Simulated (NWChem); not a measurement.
Molecule: CF₂, triplet; SMILES F[C]F

All runs: NWChem. Spin-unrestricted. In the optimisation the excess spin sits in a1 and b2 (C2v, its own frame). All runs use the structure optimised with B3LYP/6-31G* (spherical d), spin-unrestricted. No stability test was run on the SCF state. B3LYP is NWChem's, with the RPA form of VWN correlation. Vertical excitations in the gas phase; the lowest state need not have the same character in each row. Excited states of an open shell can be spin-contaminated.

For level BHandHLYP/def2-SVP, TDA:

- lowest excitation (eV) = 7.23
- lowest empty minus highest occupied level, either spin (eV) = 5.29

Problem. How do the values read with level B3LYP/def2-SVP, TDA instead?

Solution. The lowest excitation (eV) is 6.12. The lowest empty minus highest occupied level, either spin (eV) comes out as 1.58.
